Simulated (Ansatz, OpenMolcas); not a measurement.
## Heat of formation of AgCl (silver chloride) from total energies

AgCl: 2 atoms, total charge 0, spin state singlet. SMILES: `[Cl][Ag]`. The shape is that of a PBE0-D4/def2-TZVP optimisation.

```xyz
2

Cl    0.9876   -0.3775    0.4910
Ag   -0.9581    0.3174   -0.4870
```

Total energies at HF/3-21G (OpenMolcas 26.06); the atoms run unrestricted:

| species | state | energy (Eh) |
| --- | --- | --- |
| AgCl | singlet | -5630.850605 |
| Cl | doublet | -457.276552 |
| Ag | doublet | -5173.485284 |

Harmonic wavenumbers at PBE0-D4/def2-TZVP, in cm⁻¹: 334.

Measured heats of formation of the gaseous atoms at 298.15 K, in kJ/mol: Cl 121.3, Ag 284.9. Spin-orbit lowering of the atoms at 298 K (mean of the ground term's levels less their thermal mean, from spectra), in kJ/mol: Cl 3.44. Take 1 Eh = 2625.50 kJ/mol, 1 cm⁻¹ = 0.0119627 kJ/mol, RT = 2.479 kJ/mol.

**Question.** Work out the heat of formation of the gas at 298 K.

**Answer.** 
1. Electronic atomisation energy: (-457.276552) + (-5173.485284) − (-5630.850605) = 0.088769 Eh = 233.1 kJ/mol.
2. Zero-point energy: half the sum of the wavenumbers, 167 cm⁻¹ = 2.0 kJ/mol.
3. Thermal vibrational enthalpy, Σ hcν̃/(exp(hcν̃/kT) − 1): 1.0 kJ/mol. Translation, rotation and pV of a linear molecule: 3.5 RT = 8.7 kJ/mol.
4. The 2 free atoms carry 5/2 RT each: 12.4 kJ/mol.
5. Spin-orbit coupling lowers the free atoms by 3.44 = 3.4 kJ/mol.
6. Atomisation enthalpy at 298 K: 233.1 − 3.4 − 2.0 − 1.0 − 8.7 + 12.4 = 230.4 kJ/mol.
7. Sum of the atoms' heats of formation: 406.2 kJ/mol. Heat of formation: 406.2 − 230.4 = +175.8 kJ/mol.

No measured value is set beside it here. Hartree–Fock leaves out correlation, which is larger in the molecule than in the atoms, so it underbinds and puts the heat of formation too high. Relativity is left out. Anharmonicity and any spin-orbit splitting of the molecule are left out.
